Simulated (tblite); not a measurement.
Species: C4H9ClOSi.
Atom-mapped SMILES: `[CH3:1][CH2:2][C:3](=[O:4])[SiH2:5][CH2:6][Cl:7]` (hydrogens: H8, H9, H10 on C1; H11, H12 on C2; H13, H14 on Si5; H15, H16 on C6)

Computed with GFN2-xTB (tblite), gas phase: L-BFGS steps from a force-field or distance-geometry start until the largest atomic force falls under 0.01 eV/Å.

Step 3: E = -638.4753 eV
```
atom  x, y, z in Å  |  force x, y, z in eV/Å
C1      2.6103   -0.3331   -1.1283    0.014   0.000  -0.034
C2      1.5505    0.4103   -0.3354   -0.068   0.011  -0.026
C3      0.1936   -0.2591   -0.3818    0.044   0.005  -0.063
O4     -0.0329   -1.2767   -0.9981    0.206   0.071   0.004
Si5    -1.2227    0.5923    0.5925   -0.106  -0.037   0.029
C6     -2.7934   -0.4558    0.3547    0.166   0.136   0.017
Cl7    -4.1132    0.3398    1.2544   -0.062  -0.044  -0.005
H8      2.3156   -0.3964   -2.1709    0.006  -0.045  -0.061
H9      3.5632    0.1819   -1.0618    0.074  -0.001  -0.007
H10     2.7203   -1.3402   -0.7394    0.036  -0.070  -0.022
H11     1.8498    0.4906    0.7139   -0.111   0.013  -0.021
H12     1.4344    1.4331   -0.7148   -0.074  -0.133   0.080
H13    -1.4344    1.9311    0.0759   -0.036   0.241  -0.120
H14    -0.8662    0.6595    1.9978    0.059  -0.012   0.250
H15    -3.0991   -0.5094   -0.6876   -0.055  -0.091   0.035
H16    -2.6836   -1.4590    0.7574   -0.092  -0.044  -0.055
```

Step 4: E = -638.4830 eV
```
atom  x, y, z in Å  |  force x, y, z in eV/Å
C1      2.6119   -0.3338   -1.1301   -0.010   0.007   0.005
C2      1.5494    0.4089   -0.3372    0.003  -0.039   0.043
C3      0.1937   -0.2583   -0.3840    0.052   0.182   0.088
O4     -0.0234   -1.2746   -0.9986    0.072  -0.153  -0.116
Si5    -1.2248    0.5977    0.5966    0.029  -0.024   0.001
C6     -2.7883   -0.4519    0.3551   -0.020  -0.056  -0.002
Cl7    -4.1159    0.3385    1.2545   -0.026  -0.050  -0.022
H8      2.3158   -0.3980   -2.1724    0.018  -0.038  -0.055
H9      3.5654    0.1816   -1.0619    0.040  -0.012  -0.014
H10     2.7213   -1.3414   -0.7406    0.037  -0.050  -0.029
H11     1.8450    0.4915    0.7125   -0.082  -0.007  -0.003
H12     1.4312    1.4277   -0.7111   -0.069   0.022  -0.001
H13    -1.4354    1.9372    0.0722   -0.027   0.182  -0.082
H14    -0.8646    0.6587    2.0053    0.037  -0.005   0.168
H15    -3.1018   -0.5133   -0.6872   -0.001  -0.042   0.094
H16    -2.6874   -1.4617    0.7554   -0.055   0.085  -0.073
```

Problem. Estimate the geometry and energy of step 5. (The exact step hangs on the optimiser's Hessian estimate; all steps are aligned on step 4, rigid shifts and turns removed.)

Solution. E = -638.4866 eV, largest force 0.149 eV/Å
```
atom  x, y, z in Å  |  force x, y, z in eV/Å
C1      2.6129   -0.3345   -1.1311   -0.013   0.004   0.012
C2      1.5489    0.4072   -0.3377    0.031  -0.013   0.047
C3      0.1942   -0.2564   -0.3848    0.034   0.101   0.072
O4     -0.0157   -1.2743   -1.0001    0.004  -0.122  -0.085
Si5    -1.2251    0.6019    0.5997    0.070  -0.002  -0.011
C6     -2.7858   -0.4505    0.3552   -0.091  -0.080   0.008
Cl7    -4.1180    0.3367    1.2542   -0.008  -0.050  -0.028
H8      2.3162   -0.3997   -2.1742    0.028  -0.028  -0.026
H9      3.5673    0.1811   -1.0623    0.006  -0.023  -0.019
H10     2.7225   -1.3428   -0.7419    0.034  -0.031  -0.033
H11     1.8406    0.4920    0.7117   -0.047  -0.018   0.033
H12     1.4280    1.4248   -0.7088   -0.051   0.083  -0.038
H13    -1.4364    1.9436    0.0686   -0.013   0.099  -0.038
H14    -0.8630    0.6580    2.0124    0.015   0.000   0.081
H15    -3.1035   -0.5164   -0.6854    0.019  -0.010   0.076
H16    -2.6908   -1.4620    0.7529   -0.021   0.092  -0.050
```

The energy changes by -0.0036 eV. The first-order estimate −F·Δx gives -0.0052 eV and the mean of the old and new forces, exact on a quadratic surface, -0.0036 eV. The step makes an angle of 51° with the force vector and moves no atom by more than 0.008 Å.

The cost below is that of the whole relaxation. Time: 0.36 s. Hardware: Arm Neoverse N1, one thread (shared host).
